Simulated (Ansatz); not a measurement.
`C=CS[SiH2]C` and `C=C[Te][SiH2]C` differ in one element.

Ansatz, PBE0-D4/def2-TZVP geometries, multiplicity 1. Each molecule was computed in one conformer, which needn't be the lowest.

Elements past krypton have def2 core potentials.

```csv
property,`C=CS[SiH2]C`
"ideal-gas entropy at 298 K and 1 bar (rigid rotor, harmonic PBE0-D4/def2-TZVP) / J/(mol·K)",373
HOMO–LUMO gap (ωB97M-V/def2-TZVPP) / eV,10.42
LUMO energy (PBE/def2-TZVPP) / eV,-1.17
size of the dipole moment (ωB97M-V/def2-TZVPP) / D,1.01
HOMO energy (PBE/def2-TZVPP) / eV,-5.49
HOMO energy (B3LYP/def2-TZVPP) / eV,-6.35
```

**Question.** Give the same properties after the change, and the shifts. (Best estimate.)

**Answer.** The calculation gave: 
```tsv
property	`C=C[Te][SiH2]C`	shift
ideal-gas entropy at 298 K and 1 bar (rigid rotor, harmonic PBE0-D4/def2-TZVP) / J/(mol·K)	402	29
HOMO–LUMO gap (ωB97M-V/def2-TZVPP) / eV	9.37	-1.05
LUMO energy (PBE/def2-TZVPP) / eV	-1.40	-0.23
size of the dipole moment (ωB97M-V/def2-TZVPP) / D	1.52	0.51
HOMO energy (PBE/def2-TZVPP) / eV	-5.10	0.39
HOMO energy (B3LYP/def2-TZVPP) / eV	-5.86	0.49
```

With PBE0 the HOMO rises by 0.50 eV and the LUMO falls by 0.32 eV, so the gap narrows by about 0.82 eV. PBE moves the HOMO by 0.39 eV and ωB97M-V by 0.55 eV. Dipoles are sizes alone; their direction can turn. Modes under 60 cm⁻¹, often nearly free rotors, make the harmonic entropy too high.

B3LYP here is the variant with VWN-RPA as its local correlation; programs differ in this.

Spin–orbit coupling is left out; it splits and shifts lone-pair levels of the heavy atoms by tenths of an eV.
